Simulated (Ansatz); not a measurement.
A structure relaxed at r2SCAN-D4/def2-SVP in Ansatz, charge 0, singlet:

```csv
atom,x (Å),y (Å),z (Å)
B1,0.960,-0.033,0.111
B2,-0.789,0.087,-0.187
B3,0.376,1.302,-0.550
As4,-1.418,1.886,-0.705
As5,1.336,-1.384,1.423
As6,-0.466,-1.858,-0.092
```

Q: Give its formula.

A: the cluster B₃As₃.

Q: Summarise the bond lengths by kind (pairs closer than 1.2 times the sum of covalent radii, bridged metal pairs left out).

A: 5 × As–B 1.89 to 2.33 Å; 3 × B–B 1.60 to 1.78 Å; 1 × As–As 2.40 Å.

The restricted singlet is unstable towards broken spin symmetry in Hartree–Fock (as tested in another run); at r2SCAN-D4/def2-SVP this wasn't settled. Another isomer (singlet) lies 0.22 eV lower at PBE0-D4/def2-TZVP; other spin states weren't run for this one.
